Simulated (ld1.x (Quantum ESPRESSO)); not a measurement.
**Scattering properties, TM potential for boron**

ld1.x (Quantum ESPRESSO) 7.5 input, shortened:

```
&input
   title='B', zed=5., rel=0, dft='PZ', iswitch=3,
   config='[He] 2s2 2p1'
 /
 &inputp
   pseudotype=2, tm=.true., lloc=0,
   nlcc=.false.
 /
2
2P  2  1   1.00   0.00  3.95  3.95  0.0
2S  1  0   2.00   0.00  1.35  1.35  0.0
 &test
   configts(1)='2s2 2p1'
 /
```

The phase is arctan(r·u′/u) with u = r·R(r), unwrapped; energies in Ry, scanned from -3 to 5 Ry. A pole is an energy at which the radial function vanishes at the test radius. The pseudo phase is shifted by a multiple of π to meet the all-electron one at the reference energy, and phase errors are pseudo minus all-electron; the curves can meet again beyond the range given. Levels narrower than the energy grid can be missing from the lists of poles.

| channel | radius (bohr) | reference energy (Ry) | poles, all-electron | poles, pseudo | unbroken range about the reference energy with phases within 0.05 rad | phase error 1 Ry above the reference energy (rad) |
| --- | --- | --- | --- | --- | --- | --- |
| s | 4.30 | -0.69 | -0.64, 1.33, 4.43 | -0.64, 1.32, 4.35 | below 2.5 | -0.008 |
| p | 4.30 | -0.27 | -0.19, 1.47, 4.26 | -0.19, 1.74 | below 0.3 | +0.251 |

Phases in the s channel:

```csv
E (Ry),all-electron,pseudo
-3.00,1.431,1.431
-2.76,1.425,1.425
-2.52,1.417,1.417
-2.28,1.408,1.408
-2.04,1.397,1.397
-1.80,1.383,1.383
-1.56,1.365,1.365
-1.32,1.340,1.340
-1.08,1.295,1.295
-0.84,1.142,1.142
-0.60,-1.672,-1.673
-0.36,-1.850,-1.850
-0.12,-1.992,-1.993
0.12,-2.315,-2.317
0.36,-3.414,-3.423
0.60,-4.286,-4.290
0.84,-4.534,-4.536
1.08,-4.643,-4.645
1.32,-4.711,-4.713
1.56,-4.765,-4.767
1.80,-4.818,-4.822
2.04,-4.885,-4.892
2.28,-4.999,-5.016
2.52,-5.295,-5.364
2.76,-6.539,-6.750
3.00,-7.421,-7.471
3.24,-7.632,-7.652
3.48,-7.720,-7.732
3.72,-7.770,-7.779
3.96,-7.805,-7.813
4.20,-7.832,-7.839
4.44,-7.854,-7.862
4.68,-7.876,-7.885
4.92,-7.897,-7.908
```
